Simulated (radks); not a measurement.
Results of a calculation; reference values are marked as such.
Ionisation ladder of tellurium, from Te I to Te XXII. Each ion is in the ground configuration listed by NIST, and IE = E(next ion) - E(this ion). Level of theory: scalar-relativistic Kohn-Sham, PBE, spin-unpolarised, spherical densities, point nucleus (a radial shooting solver on a logarithmic mesh with Libxc functionals).

species       configuration  IE, Delta-SCF (eV)  -e(HOMO) (eV)  HOMO  <r> HOMO (bohr)
Te I      [Kr] 4d10 5s2 5p4               9.729          5.953    5p             2.67
Te II     [Kr] 4d10 5s2 5p3              17.925         13.683    5p             2.48
Te III    [Kr] 4d10 5s2 5p2                   ?         22.304    5p             2.34
Te IV     [Kr] 4d10 5s2 5p1              36.484         31.607    5p             2.23
Te V          [Kr] 4d10 5s2              59.097         53.239    5s             1.87
Te VI         [Kr] 4d10 5s1              71.143         65.056    5s             1.81
Te VII            [Kr] 4d10              124.62         113.74    4d            0.945
Te VIII            [Kr] 4d9              147.04         135.71    4d            0.922
Te IX              [Kr] 4d8              170.33         158.58    4d            0.901
Te X               [Kr] 4d7              194.45         182.30    4d            0.881
Te XI              [Kr] 4d6              219.36         206.83    4d            0.863
Te XII             [Kr] 4d5              245.02         232.12    4d            0.846
Te XIII            [Kr] 4d4              271.40         258.15    4d            0.830
Te XIV             [Kr] 4d3                   ?         284.90    4d            0.815
Te XV              [Kr] 4d2              326.24         312.33    4d            0.801
Te XVI             [Kr] 4d1              354.65         340.42    4d            0.787
Te XVII                [Kr]              466.65         451.51    4p            0.735
Te XVIII  [Ar] 3d10 4s2 4p5              497.52         482.18    4p            0.727
Te XIX    [Ar] 3d10 4s2 4p4                   ?         513.26    4p            0.719
Te XX     [Ar] 3d10 4s2 4p3                   ?         544.70    4p            0.711
Te XXI    [Ar] 3d10 4s2 4p2              592.29         576.47    4p            0.704
Te XXII   [Ar] 3d10 4s2 4p1              624.45         608.51    4p            0.696

Estimate the withheld Delta-SCF values.

Answer. Te III: 26.898 eV (NIST 27.84); Te XIV: 298.48 eV (NIST 299); Te XIX: 528.78 eV (NIST 522); Te XX: 560.38 eV (NIST 555).

Beside tabulated values, note that spin-unpolarised runs miss the spin-polarisation part of the exchange energy of open shells.
